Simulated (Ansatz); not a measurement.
Molecule: CAuClO (charge -1, doublet). The spin state was set by rule; other spins were not relaxed. 
Coordinates optimised at B3LYP-D3(BJ)/def2-TZVP (Ansatz, a first-principles code):
```xyz
4

Au     0.0365    -0.0359     0.0256
Cl    -0.3271     1.7388    -1.5476
O     -0.0669    -2.1997     2.0614
C      0.5360    -1.5209     1.2998
```
Charge -1, spin multiplicity 2.

Parts of the frozen-core correlation energy in def2-SVP (Ansatz, hartree). Frozen orbitals: 11; correlated occupied orbitals by spin: 15 and 14; virtual: 52 and 53. Open shells are spin-unrestricted. No spin-orbit coupling. In def2 rows, elements after Kr have scalar-relativistic effective core potentials.

| term | value |
|---|---|
| reference (HF) | -706.85402 |
| MP2 opposite-spin | -0.49224 |
| MP2 same-spin | -0.22249 |
| CCSD correlation | -0.71418 |
| (T) | -0.02160 |
| T1 diagnostic | 0.024 |
| largest doubles amplitude | 0.061 |
| <S^2> of the reference | 0.766 |
